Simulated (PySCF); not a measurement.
P: excitation energy

P [Ne] 3s2 3p3 (4S) → P [Ne] 3s2 3p2 4s1 (4P), as a difference of total energies. Calculation: PySCF 2.14, in x2c-TZVPPall with one added diffuse shell each of s, p, d type (6s6p4d1f, 51 functions); scalar relativity by spin-free X2C-1e. Correlated levels: valence: [Ne] frozen. The calculations carry no spin-orbit coupling.

| method | excitation energy (eV) | error (eV) |
| --- | --- | --- |
| UHF | 6.967 | 0.000 |
| MP2 (valence) | 7.253 | +0.286 |
| SCS-MP2 (valence) | 7.165 | +0.198 |
| CCSD (valence) | 7.174 | +0.207 |
| CCSD(T) (valence) | 7.187 | +0.220 |

Reference: 6.967 eV (measured; NIST levels, between the centres of gravity of the two terms).

Errors of the correlated levels include the incompleteness of this basis and the frozen core.

The promoted electron is Rydberg-like, and one or two diffuse shells describe it only roughly, which tends to raise the upper state.
